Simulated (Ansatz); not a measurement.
Ansatz (an electronic-structure program) input (HF/3-21G): The .json file is the Basis Set Exchange's 3-21G.

Ansatz 0.2 input:
```yaml
crystal:
  periodic: [false, false, false]
  atoms:
    - {symbol: N, position_ang: [1.29917700, -0.55153400, 0.96765400]}
    - {symbol: Si, position_ang: [0.03590700, 0.06654500, 0.01698500]}
    - {symbol: N, position_ang: [-0.74806600, -1.08793900, -1.02995600]}
    - {symbol: N, position_ang: [-1.15792700, 0.64933300, 1.09120800]}
    - {symbol: O, position_ang: [0.63241300, 0.99715400, -1.17593100]}
    - {symbol: H, position_ang: [1.16305500, -1.03308700, 1.83957800]}
    - {symbol: H, position_ang: [2.25088400, -0.56466200, 0.64423300]}
    - {symbol: H, position_ang: [-0.16179600, -1.66835400, -1.61330300]}
    - {symbol: H, position_ang: [-1.59435500, -0.83809800, -1.52290700]}
    - {symbol: H, position_ang: [-0.88286800, 1.25843500, 1.84561900]}
    - {symbol: H, position_ang: [-2.08921100, 0.86788900, 0.77409600]}
basis:
  gaussian:
    orbitals: 3-21G.json
hamiltonian:
  xc: {name: HF}
magnetization: {spin_polarized: true, initial_magnetization: 1}
relax: {f_tol: 0.003, max_steps: 120}
```

Output:

```
Functional definition: HF
integrals: 0.02 GiB planned
793 factors; integrals over basis functions are off by at most 3.1e-4 eV
mean field: 0.28 GiB planned
mean field evaluation 1: about -14356.1170 eV, gradient 3.7e1 eV
mean field evaluation 2: about -14356.2878 eV, gradient 3.7e1 eV
mean field evaluation 4: about -14362.7136 eV, gradient 4.8e0 eV
mean field evaluation 8: about -14364.1939 eV, gradient 1.7e0 eV
mean field evaluation 16: about -14364.2640 eV, gradient 3.4e-2 eV
mean field evaluation 32: about -14363.7953 eV, gradient 8.0e-1 eV
mean field evaluation 64: about -14363.8550 eV, gradient 3.1e-1 eV
mean field evaluation 96: about -14358.8065 eV, gradient 9.8e0 eV
mean field evaluation 128: about -14364.2641 eV, gradient 1.5e-3 eV
mean field -14364.26406944 eV, -527.8769681040 hartree, gradient 2.0e-5 eV, S^2 0.754584; 3 other end points of the search recorded, 0 dependent functions left out
the calculation of the forces begins
reference -14364.26406944 eV, -527.8769681040 hartree; 25, 24 occupied and 36, 37 virtual orbitals, 793 factors
relax step   1: F+E_penalty+E_count = -14364.26406944 eV  Δ(F+E_penalty+E_count) = +0.000e0 eV  max|allowed force component| = 3.375e0 eV/Å  Δτ_max = 0.0000 Å  (191 SCF iters, accepted)
these checks for a lower state are left out or cut short: starts, cluster_reference, orbital_swaps, neighbouring_geometries, increment
integrals: 0.02 GiB planned
793 factors; integrals over basis functions are off by at most 3.1e-4 eV
mean field: 0.28 GiB planned
mean field -14364.60193924 eV, -527.8893845903 hartree, gradient 1.2e-5 eV, S^2 0.753723; 0 other end points of the search recorded, 0 dependent functions left out
the calculation of the forces begins
reference -14364.60193924 eV, -527.8893845903 hartree; 25, 24 occupied and 36, 37 virtual orbitals, 793 factors
relax step   2: F+E_penalty+E_count = -14364.60193924 eV  Δ(F+E_penalty+E_count) = -3.379e-1 eV  max|allowed force component| = 1.644e0 eV/Å  Δτ_max = 0.1133 Å  (61 SCF iters, accepted)
these checks for a lower state are left out or cut short: starts, cluster_reference, orbital_swaps, neighbouring_geometries, increment
integrals: 0.02 GiB planned
793 factors; integrals over basis functions are off by at most 3.1e-4 eV
mean field: 0.28 GiB planned
mean field evaluation 160: about -14364.7296 eV, gradient 5.5e-6 eV
mean field -14364.72961416 eV, -527.8940765568 hartree, gradient 5.7e-6 eV, S^2 0.753273; 0 other end points of the search recorded, 0 dependent functions left out
the calculation of the forces begins
reference -14364.72961416 eV, -527.8940765568 hartree; 25, 24 occupied and 36, 37 virtual orbitals, 793 factors
relax step   3: F+E_penalty+E_count = -14364.72961416 eV  Δ(F+E_penalty+E_count) = -1.277e-1 eV  max|allowed force component| = 5.042e-1 eV/Å  Δτ_max = 0.2000 Å  (62 SCF iters, accepted)
these checks for a lower state are left out or cut short: starts, cluster_reference, orbital_swaps, neighbouring_geometries, increment
integrals: 0.02 GiB planned
793 factors; integrals over basis functions are off by at most 3.1e-4 eV
mean field: 0.28 GiB planned
mean field -14364.75495089 eV, -527.8950076645 hartree, gradient 3.2e-6 eV, S^2 0.753360; 0 other end points of the search recorded, 0 dependent functions left out
the calculation of the forces begins
reference -14364.75495089 eV, -527.8950076645 hartree; 25, 24 occupied and 36, 37 virtual orbitals, 793 factors
relax step   4: F+E_penalty+E_count = -14364.75495089 eV  Δ(F+E_penalty+E_count) = -2.534e-2 eV  max|allowed force component| = 2.234e-1 eV/Å  Δτ_max = 0.0715 Å  (65 SCF iters, accepted)
these checks for a lower state are left out or cut short: starts, cluster_reference, orbital_swaps, neighbouring_geometries, increment
integrals: 0.02 GiB planned
793 factors; integrals over basis functions are off by at most 3.1e-4 eV
mean field: 0.28 GiB planned
mean field -14364.75848294 eV, -527.8951374651 hartree, gradient 4.0e-6 eV, S^2 0.753367; 0 other end points of the search recorded, 0 dependent functions left out
the calculation of the forces begins
reference -14364.75848294 eV, -527.8951374651 hartree; 25, 24 occupied and 36, 37 virtual orbitals, 793 factors
relax step   5: F+E_penalty+E_count = -14364.75848294 eV  Δ(F+E_penalty+E_count) = -3.532e-3 eV  max|allowed force component| = 1.051e-1 eV/Å  Δτ_max = 0.0238 Å  (61 SCF iters, accepted)
these checks for a lower state are left out or cut short: starts, cluster_reference, orbital_swaps, neighbouring_geometries, increment
integrals: 0.02 GiB planned
793 factors; integrals over basis functions are off by at most 3.1e-4 eV
mean field: 0.28 GiB planned
mean field evaluation 192: about -14364.5377 eV, gradient 1.8e-1 eV
mean field -14364.76982070 eV, -527.8955541201 hartree, gradient 2.2e-6 eV, S^2 0.753307; 0 other end points of the search recorded, 0 dependent functions left out
the calculation of the forces begins
reference -14364.76982070 eV, -527.8955541201 hartree; 25, 24 occupied and 36, 37 virtual orbitals, 793 factors
relax step   6: F+E_penalty+E_count = -14364.76982070 eV  Δ(F+E_penalty+E_count) = -1.134e-2 eV  max|allowed force component| = 9.547e-2 eV/Å  Δτ_max = 0.1524 Å  (81 SCF iters, accepted)
these checks for a lower state are left out or cut short: starts, cluster_reference, orbital_swaps, neighbouring_geometries, increment
[...]
reference -14364.76982070 eV, -527.8955541201 hartree; 25, 24 occupied and 36, 37 virtual orbitals, 793 factors
relax step   6: F+E_penalty+E_count = -14364.76982070 eV  Δ(F+E_penalty+E_count) = -1.134e-2 eV  max|allowed force component| = 9.547e-2 eV/Å  Δτ_max = 0.1524 Å  (81 SCF iters, accepted)
these checks for a lower state are left out or cut short: starts, cluster_reference, orbital_swaps, neighbouring_geometries, increment
integrals: 0.02 GiB planned
793 factors; integrals over basis functions are off by at most 3.1e-4 eV
mean field: 0.28 GiB planned
mean field evaluation 224: about -14364.7755 eV, gradient 1.0e-5 eV
mean field -14364.77554106 eV, -527.8957643394 hartree, gradient 4.3e-6 eV, S^2 0.753347; 0 other end points of the search recorded, 0 dependent functions left out
the calculation of the forces begins
reference -14364.77554106 eV, -527.8957643394 hartree; 25, 24 occupied and 36, 37 virtual orbitals, 793 factors
relax step   7: F+E_penalty+E_count = -14364.77554106 eV  Δ(F+E_penalty+E_count) = -5.720e-3 eV  max|allowed force component| = 1.491e-1 eV/Å  Δτ_max = 0.0509 Å  (66 SCF iters, accepted)
these checks for a lower state are left out or cut short: starts, cluster_reference, orbital_swaps, neighbouring_geometries, increment
integrals: 0.02 GiB planned
793 factors; integrals over basis functions are off by at most 3.3e-4 eV
mean field: 0.28 GiB planned
mean field -14364.80232823 eV, -527.8967487498 hartree, gradient 1.2e-5 eV, S^2 0.753363; 0 other end points of the search recorded, 0 dependent functions left out
the calculation of the forces begins
reference -14364.80232823 eV, -527.8967487498 hartree; 25, 24 occupied and 36, 37 virtual orbitals, 793 factors
relax step   8: F+E_penalty+E_count = -14364.80232823 eV  Δ(F+E_penalty+E_count) = -2.679e-2 eV  max|allowed force component| = 3.587e-1 eV/Å  Δτ_max = 0.2000 Å  (60 SCF iters, accepted)
these checks for a lower state are left out or cut short: starts, cluster_reference, orbital_swaps, neighbouring_geometries, increment
integrals: 0.02 GiB planned
793 factors; integrals over basis functions are off by at most 3.5e-4 eV
mean field: 0.28 GiB planned
mean field -14364.77075117 eV, -527.8955883141 hartree, gradient 5.8e-6 eV, S^2 0.753338; 0 other end points of the search recorded, 0 dependent functions left out
the calculation of the forces begins
reference -14364.77075117 eV, -527.8955883141 hartree; 25, 24 occupied and 36, 37 virtual orbitals, 793 factors
relax step   9: F+E_penalty+E_count = -14364.77075117 eV  Δ(F+E_penalty+E_count) = +3.158e-2 eV  max|allowed force component| = 1.620e0 eV/Å  Δτ_max = 0.1971 Å  (60 SCF iters, rejected (line search))
these checks for a lower state are left out or cut short: starts, cluster_reference, orbital_swaps, neighbouring_geometries, increment
integrals: 0.02 GiB planned
793 factors; integrals over basis functions are off by at most 3.5e-4 eV
mean field: 0.28 GiB planned
mean field evaluation 256: about -14364.8169 eV, gradient 2.2e-4 eV
mean field -14364.81688388 eV, -527.8972836601 hartree, gradient 8.9e-6 eV, S^2 0.753324; 0 other end points of the search recorded, 0 dependent functions left out
the calculation of the forces begins
reference -14364.81688388 eV, -527.8972836601 hartree; 25, 24 occupied and 36, 37 virtual orbitals, 793 factors
relax step  10: F+E_penalty+E_count = -14364.81688388 eV  Δ(F+E_penalty+E_count) = -1.456e-2 eV  max|allowed force component| = 2.312e-1 eV/Å  Δτ_max = 0.0985 Å  (60 SCF iters, accepted)
these checks for a lower state are left out or cut short: starts, cluster_reference, orbital_swaps, neighbouring_geometries, increment
integrals: 0.02 GiB planned
793 factors; integrals over basis functions are off by at most 3.9e-4 eV
mean field: 0.28 GiB planned
mean field -14364.82748383 eV, -527.8976732009 hartree, gradient 6.2e-6 eV, S^2 0.753303; 0 other end points of the search recorded, 0 dependent functions left out
the calculation of the forces begins
reference -14364.82748383 eV, -527.8976732009 hartree; 25, 24 occupied and 36, 37 virtual orbitals, 793 factors
relax step  11: F+E_penalty+E_count = -14364.82748383 eV  Δ(F+E_penalty+E_count) = -1.060e-2 eV  max|allowed force component| = 1.100e-1 eV/Å  Δτ_max = 0.1000 Å  (60 SCF iters, accepted)
these checks for a lower state are left out or cut short: starts, cluster_reference, orbital_swaps, neighbouring_geometries, increment
integrals: 0.02 GiB planned
793 factors; integrals over basis functions are off by at most 4.6e-4 eV
mean field: 0.28 GiB planned
mean field -14364.83140227 eV, -527.8978172008 hartree, gradient 7.2e-6 eV, S^2 0.753267; 0 other end points of the search recorded, 0 dependent functions left out
the calculation of the forces begins
reference -14364.83140227 eV, -527.8978172008 hartree; 25, 24 occupied and 36, 37 virtual orbitals, 793 factors
relax step  12: F+E_penalty+E_count = -14364.83140227 eV  Δ(F+E_penalty+E_count) = -3.918e-3 eV  max|allowed force component| = 5.885e-2 eV/Å  Δτ_max = 0.1500 Å  (62 SCF iters, accepted)
these checks for a lower state are left out or cut short: starts, cluster_reference, orbital_swaps, neighbouring_geometries, increment
integrals: 0.02 GiB planned
793 factors; integrals over basis functions are off by at most 4.5e-4 eV
mean field: 0.28 GiB planned
mean field evaluation 288: about -14364.8317 eV, gradient 5.5e-1 eV
mean field -14364.83322628 eV, -527.8978842319 hartree, gradient 8.3e-6 eV, S^2 0.753290; 0 other end points of the search recorded, 0 dependent functions left out
the calculation of the forces begins
reference -14364.83322628 eV, -527.8978842319 hartree; 25, 24 occupied and 36, 37 virtual orbitals, 793 factors
relax step  13: F+E_penalty+E_count = -14364.83322628 eV  Δ(F+E_penalty+E_count) = -1.824e-3 eV  max|allowed force component| = 2.741e-2 eV/Å  Δτ_max = 0.0506 Å  (59 SCF iters, accepted)
these checks for a lower state are left out or cut short: starts, cluster_reference, orbital_swaps, neighbouring_geometries, increment
integrals: 0.02 GiB planned
793 factors; integrals over basis functions are off by at most 4.5e-4 eV
mean field: 0.28 GiB planned
mean field -14364.83331837 eV, -527.8978876163 hartree, gradient 9.4e-6 eV, S^2 0.753289; 0 other end points of the search recorded, 0 dependent functions left out
the calculation of the forces begins
reference -14364.83331837 eV, -527.8978876163 hartree; 25, 24 occupied and 36, 37 virtual orbitals, 793 factors
relax step  14: F+E_penalty+E_count = -14364.83331837 eV  Δ(F+E_penalty+E_count) = -9.209e-5 eV  max|allowed force component| = 3.922e-3 eV/Å  Δτ_max = 0.0063 Å  (50 SCF iters, accepted)
these checks for a lower state are left out or cut short: starts, cluster_reference, orbital_swaps, neighbouring_geometries, increment
integrals: 0.02 GiB planned
793 factors; integrals over basis functions are off by at most 4.6e-4 eV
mean field: 0.28 GiB planned
mean field -14364.83332211 eV, -527.8978877537 hartree, gradient 8.4e-6 eV, S^2 0.753288; 0 other end points of the search recorded, 0 dependent functions left out
the calculation of the forces begins
reference -14364.83332211 eV, -527.8978877537 hartree; 25, 24 occupied and 36, 37 virtual orbitals, 793 factors
relax step  15: F+E_penalty+E_count = -14364.83332211 eV  Δ(F+E_penalty+E_count) = -3.740e-6 eV  max|allowed force component| = 7.662e-4 eV/Å  Δτ_max = 0.0021 Å  (48 SCF iters, accepted)
integrals: 0.02 GiB planned
793 factors; integrals over basis functions are off by at most 4.6e-4 eV
mean field: 0.28 GiB planned
mean field evaluation 320: about -14354.9970 eV, gradient 4.6e1 eV
mean field evaluation 352: about -14364.7075 eV, gradient 1.7e0 eV
mean field evaluation 384: about -14360.2611 eV, gradient 3.0e1 eV
mean field evaluation 416: about -14362.7444 eV, gradient 4.4e-1 eV
mean field -14364.83332211 eV, -527.8978877537 hartree, gradient 8.4e-6 eV, S^2 0.753288; 3 other end points of the search recorded, 0 dependent functions left out
the calculation of the forces begins
reference -14364.83332211 eV, -527.8978877537 hartree; 25, 24 occupied and 36, 37 virtual orbitals, 793 factors
Total energy: -14364.83332211 eV, -527.8978877537 hartree
Atom 0 at     1.297048    -0.554553     1.005531 Å, force    -0.000118     0.000421    -0.000363 eV/Å
Atom 1 at     0.061431     0.030757    -0.042049 Å, force    -0.000298    -0.000062     0.000766 eV/Å
Atom 2 at    -0.760596    -0.997614    -1.152659 Å, force     0.000181     0.000490    -0.000202 eV/Å
Atom 3 at    -1.143141     0.734045     0.962117 Å, force     0.000106    -0.000231    -0.000089 eV/Å
Atom 4 at     0.949337     1.065491    -1.100894 Å, force    -0.000103    -0.000438    -0.000009 eV/Å
Atom 5 at     1.113768    -0.878621     1.933090 Å, force     0.000230     0.000011     0.000113 eV/Å
Atom 6 at     2.249103    -0.667327     0.722326 Å, force     0.000309    -0.000241     0.000101 eV/Å
Atom 7 at    -0.395848    -1.237653    -2.051925 Å, force    -0.000085     0.000049    -0.000185 eV/Å
Atom 8 at    -1.615014    -1.465431    -0.928857 Å, force    -0.000077    -0.000166    -0.000012 eV/Å
Atom 9 at    -0.933960     1.155853     1.843633 Å, force    -0.000228     0.000130    -0.000121 eV/Å
Atom 10 at    -2.074915     0.910733     0.646963 Å, force     0.000084     0.000037     0.000000 eV/Å
Dipole moment:    -0.293831    -0.385835     0.359321 e Å
```

The geometry given is a B3LYP-D3(BJ)/def2-TZVP minimum.
